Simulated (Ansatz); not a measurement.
CH3F3SeSi, SMILES `C[Se][Si](F)(F)F`. Total charge 0; spin multiplicity 1. The geometry is a stationary point of PBE0-D4/def2-TZVP. It is one conformer, not always the lowest.

```xyz
9

C    -0.297   -1.547   -0.244
Se   -1.460    0.025   -0.057
Si    0.200    1.474    0.229
F     1.092    1.141    1.487
F    -0.398    2.918    0.417
F     1.199    1.509   -0.992
H    -0.969   -2.389   -0.399
H     0.278   -1.699    0.666
H     0.355   -1.432   -1.107
```

Task: What is the dipole moment at B3LYP/def2-TZVPP? (Best estimate.)

Result: The calculation gave: 2.48 D, with components (-0.37, -2.43, -0.38) D in this frame, pointing from negative to positive charge.

Task: And with PBE, r2SCAN, ωB97M-V? (Estimate.)

Result: Computed: PBE 2.40 D, r2SCAN 2.46 D, ωB97M-V 2.42 D.

Task: Give the Mulliken charges with B3LYP, r2SCAN, ωB97M-V in def2-TZVPP. (Estimate.)

Result: The calculation gave: 
```
atom  B3LYP  r2SCAN  ωB97M-V
  C1  -0.37   -0.24    -0.42
 Se2  -0.08   -0.11    -0.07
 Si3   0.88    0.87     0.84
  F4  -0.29   -0.29    -0.28
  F5  -0.29   -0.29    -0.28
  F6  -0.29   -0.29    -0.28
  H7   0.14    0.10     0.15
  H8   0.15    0.12     0.17
  H9   0.15    0.12     0.17
```

B3LYP here is the variant with VWN-RPA as its local correlation; programs differ in this.
